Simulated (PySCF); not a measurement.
## [HoF4]− at several levels of theory

Computed with PySCF 2.14.0 (density fitting, no spin-orbit coupling) at the geometry relaxed with PBE0:

```xyz
5
[HoF4]− (singlet in the valence; each metal's 4f electrons, 10 of them, lie in its core potential, out of spins and levels)
Ho    0.0000    0.0000    0.0000
F     1.1884    1.1884    1.1884
F    -1.1884   -1.1884    1.1884
F     1.1884   -1.1884   -1.1884
F    -1.1884    1.1884   -1.1884
```

| level | basis | state | HOMO (eV) | gap (eV) | charge on Ho1 (e) | population of f-type functions on Ho1 (polarisation alone where 4f lies in the core) | dipole about the centre of mass (D) | largest force component (eV/Å) |
| --- | --- | --- | --- | --- | --- | --- | --- | --- |
| PBE0 | Ho lcecp-1-SVP with ECP56, F def2-SVP | singlet | -4.97 | 8.89 | 1.04 | 0.09 | 0.00 | 0.00 |
| B3LYP | the same | singlet | -4.63 | 8.23 | 0.96 | 0.08 | 0.00 | 0.10 |
| TPSS | the same | singlet | -3.04 | 6.56 | 0.89 | 0.08 | 0.00 | 0.12 |

In the lcecp rows the 4f levels are missing from HOMO and gap, and the state counts the valence alone.

Charges are Mulliken's, which hang on the basis. The relaxation used the grid (50, 194), these runs (75, 302) or, all-electron (x2c bases, spin-free X2C Hamiltonian), (99, 590).

(1) What does PBE0 with Ho lcecp-1-TZVP with ECP56, F def2-TZVP give here?

An lcecp potential fixes the number of 4f electrons, so in runs with it no electron can move into or out of that shell.

Results:

(1) state singlet, HOMO (eV) -5.31, gap (eV) 9.08, charge on Ho1 (e) 1.55, population of f-type functions on Ho1 (polarisation alone where 4f lies in the core) 0.11, dipole about the centre of mass (D) 0.00, largest force component (eV/Å) 0.13. Time: 25 s on 2 threads of Arm Neoverse V2 (shared host), from free ions and atoms.
